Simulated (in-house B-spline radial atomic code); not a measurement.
**Ionising neutral ruthenium with different functionals**

Computed with a B-spline radial code for spherical atoms: scalar-relativistic (spin-free X2C) Hamiltonian, Fermi nucleus of rms radius 4.4809 fm, spin-polarised at highest spin, spherical fractional occupations for the functionals, the average over the highest-spin determinants for Hartree-Fock. The ionisation energy is the difference of two self-consistent energies, [Kr] 4d7 5s1 → [Kr] 4d7, without Breit or QED terms; ε is the level of the shell that loses the electron (its least bound occupied spin orbital). There is no spin-orbit coupling in this Hamiltonian.

Hybrids are left out here: with spherical fractional occupations of an open shell their exact exchange keeps a self-interaction that integer-occupation calculations don't have.

| method | rung | ΔSCF (eV) | -ε(5s) (eV) |
| --- | --- | --- | --- |
| Hartree-Fock | Hartree-Fock | 6.30 | 6.49 |
| LDA VWN5 | LDA | 8.04 | 4.97 |
| LDA PW92 | LDA | 8.03 | 4.96 |
| LDA exchange-only | LDA | 7.34 | 4.34 |
| PBE | GGA | 7.77 | 4.76 |
| PBEsol | GGA | 7.81 | 4.80 |
| BLYP | GGA | 7.69 | 4.59 |
| RPBE | GGA | 7.67 | 4.68 |
| PW91 | GGA | 7.85 | 4.82 |
| BP86 | GGA | 7.93 | 4.91 |
| AM05 | GGA | ? | ? |
| OLYP | GGA | 7.37 | 4.38 |
| TPSS | meta-GGA | 7.60 | 4.71 |
| SCAN | meta-GGA | 7.92 | 5.22 |
| r2SCAN | meta-GGA | 7.70 | 5.02 |
| revTPSS | meta-GGA | ? | ? |

(1) What does revTPSS give?

(2) What does AM05 give?

(3) How do they compare with the NIST value?

## Answers

(1) ΔSCF 7.59 eV, and -ε(5s) = 4.73 eV.

(2) ΔSCF 7.76 eV, and -ε(5s) = 4.76 eV.

(3) NIST lists 7.361 eV (measured, ground level to ground level). Errors run from -1.06 to +0.68 eV; OLYP is closest (+0.01 eV), but part of that can be cancellation, since the calculations leave out spin-orbit coupling, Breit-QED terms, multiplet and fine-structure energies. Hartree-Fock also lacks correlation.
